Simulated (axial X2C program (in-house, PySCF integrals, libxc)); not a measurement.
# TcC⁻: from the spin-free to the two-component result

All values were computed with an in-house all-electron X2C program for linear molecules (integrals from PySCF). Spin-free means the one-electron spin-free X2C Hamiltonian; two-component (2c) means X2C with spin–orbit coupling and atomic mean-field two-electron Coulomb and Gaunt terms, so the difference of the two also holds small scalar two-electron terms. Basis: Tc dyall-acv3z [13s13p9d5f3g], C dyall-av3z [8s7p3d2f] (cores contracted in-house); Gaussian nuclei, density fitting, unrestricted open shells. Masses: Tc 98.907 u, C 12.000 u.

Spin-free state: M_S = 1, Λ = 0 (beyond evenly filled blocks: δ+α, δ-α); fragments Tc + C- for PBE0; Tc- + C for M06.

```csv
level,Re (Å),ωe (cm⁻¹),De (eV),μ (D)
PBE0,1.648,1065.5,5.675,0.51
M06,1.644,1070.4,n/a,0.15
```

Dipoles are positive if C is the positive end and refer to the centre of mass.

Two-component determinant lowest at the distance of the search:

Ω = 1 (⟨Sz⟩ = 1.00, ⟨Lz⟩ = 0.00 at PBE0); fragments Tc + C- for PBE0; Tc- + C for M06.

```json
{"level": "PBE0", "Re (Å)": "1.647", "ωe (cm⁻¹)": "1065.9", "De (eV)": "5.680", "μ (D)": "0.52"}
{"level": "M06", "Re (Å)": "1.642", "ωe (cm⁻¹)": "1070.3", "De (eV)": "n/a", "μ (D)": "0.16"}
```

(1) From the two tables, how do the constants change at the PBE0 level (2c against spin-free)?

The state is one determinant whose occupation by symmetry is held fixed; it was picked as the lowest of a PBE0 search that is not exhaustive. Dissociation energies refer to the lowest single-determinant-based atoms at the same level and basis. De is not given where an atomic determinant may have missed its ground term or J level, or where the truncated virtual space spoils (T). Density functionals use the spin component along the axis (collinear). PBE0 can misorder states that lie within some tenths of an eV, so this need not be the ground state of the molecule. The nearest other spin-free determinant of the search, M_S = 1, Λ = 2, lies 0.49 eV up at the distance of the search. The functionals have no current-density term, which raises determinants with orbital currents, atoms included. With several unpaired electrons one determinant need not be a pure state. Open-shell Ω = 0 determinants with evenly filled partner blocks cannot be reached by this program, so the Ω shown need not be the lowest component. The highest occupied level of some functionals is positive through self-interaction error; at Hartree–Fock it is bound. The determinant is spin-polarised beyond a pure state at some levels (its spin-free form has ⟨S²⟩ too high), which makes Re and μ there less reliable.

Answers

(1) At the PBE0 level Re falls by 0.001 Å and ωe increases by 0.4 cm⁻¹; De changes by 0.005 eV.
